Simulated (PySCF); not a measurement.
Excitations are Tamm–Dancoff values on a coarser integration grid. The basis has no diffuse functions, so Rydberg states are missing or too high.

Z-matrix (Å, degrees):
```
C
N 1 1.2690
N 1 1.3764 2 127.99
H 3 1.0049 1 118.25 2 165.43
H 3 1.0058 4 115.61 1 150.71
H 1 1.0891 2 118.57 3 -177.52
C 2 1.4510 1 117.63 6 -179.36
H 7 1.0890 2 109.38 1 -178.52
H 7 1.0983 8 107.77 2 122.09
H 7 1.1001 8 107.39 9 115.57
```
Charge 0, multiplicity 1.

Task: Estimate the dipole moment, HOMO–LUMO gap, LUMO, S1 excitation (TDA) and total energy that PySCF with TPSSh-D3(BJ)/def2-TZVP // B3LYP-D3(BJ)/def2-TZVP returns for this input.

Result: 
```
Item                        Value
-------------------  ------------
dipole moment              3.19 D
HOMO–LUMO gap             6.50 eV
LUMO                      0.44 eV
S1 excitation (TDA)       6.01 eV
total energy         -189.4006 Ha
```
